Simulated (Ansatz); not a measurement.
Reaction (hydrogenolysis of a C–C bond): `O=CC(F)(F)[SiH3]` + H₂ → `FC(F)[SiH3]` + `C=O`

Isolated molecules relaxed with PBE0-D4/def2-TZVP in Ansatz; ΔE leaves out vibrations. CBS: MP2 limit from def2 TZ/QZ plus the TZ coupled-cluster correction, frozen cores. This one scheme is used for every species. Functionals use def2-TZVPP. B3LYP here is the variant with VWN-RPA as its local correlation; programs differ in this. Each species was taken in one conformer, which may not be the lowest.

```
             level  ΔE (kJ/mol)  difference from CCSD(T)/CBS
           PBE0-D4        -33.7                          2.2
          B3LYP-D4        -35.6                          0.3
           ωB97X-V        -34.2                          1.7
            B2PLYP        -41.3                         -5.4
               PBE        -34.6                          1.3
    MP2/def2-QZVPP        -33.4                          2.5
SCS-MP2/def2-QZVPP        -39.7                         -3.8
      HF/CBS(def2)        -60.6                        -24.7
     MP2/CBS(def2)        -32.8                          3.1
    CCSD/CBS(def2)        -41.6                         -5.7
       CCSD(T)/CBS        -35.9                            0
```

Largest T1 diagnostic among the species: 0.015.

From PBE to PBE0 (25 % exact exchange), in def2-TZVPP and without D4, ΔE moves by −4.5 kJ/mol. The D4 term adds +9.9 kJ/mol with B3LYP and +5.4 kJ/mol with PBE0; it sums over pairs of atoms, weighted by their polarisabilities, and B3LYP, whose exchange is more repulsive, gets the larger term.
